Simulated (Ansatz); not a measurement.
Spin gap between two states, R1 and P1; the higher of the two is an excited state, each structure at its B3LYP-D3(BJ)/def2-TZVP stationary point, reached from a drawn start (curvature not checked).
R1, CCl2 (SMILES Cl[C]Cl) (charge 0, multiplicity 1):
```xyz
3

C      0.000     0.000    -0.662
Cl     1.409     0.000     0.331
Cl    -1.409     0.000     0.331
```
P1, CCl2 (SMILES Cl[C]Cl) (charge 0, multiplicity 3):
```xyz
3

C      0.0000     0.0000    -0.4830
Cl     1.5096     0.0000     0.2416
Cl    -1.5096     0.0000     0.2416
```

P less R. No zero-point or thermal terms; singlets are restricted closed shells; open shells are unrestricted.

Frozen-core correlation throughout.

Codes used: Ansatz (Gaussian basis) for Hartree–Fock, density functionals and correlated methods. All values are computed, each at the level named.

Total energies in hartree:

| structure | PBE/def2-TZVPP | PBE0/def2-TZVPP | CCSD(T)/cc-pV(Q+d)Z |
|---|---|---|---|
| R1 | -958.022879 | -958.087388 | -957.449275 |
| P1 | -957.993977 | -958.066299 | -957.417891 |

Question: Work out the spin gap at each level in kJ/mol (1 hartree = 2625.49964 kJ/mol), and say how far PBE/def2-TZVPP lies from CCSD(T)/cc-pV(Q+d)Z.

Answer: 
- PBE/def2-TZVPP: (-957.993977) − (-958.022879) = 0.028902 hartree = 75.9 kJ/mol
- PBE0/def2-TZVPP: (-958.066299) − (-958.087388) = 0.021089 hartree = 55.4 kJ/mol
- CCSD(T)/cc-pV(Q+d)Z: (-957.417891) − (-957.449275) = 0.031384 hartree = 82.4 kJ/mol
PBE/def2-TZVPP less CCSD(T)/cc-pV(Q+d)Z: -6.5 kJ/mol. CCSD(T)/cc-pV(Q+d)Z is the level counted from, the highest shown, and no exact or measured value.

Ansatz is an electronic-structure program.
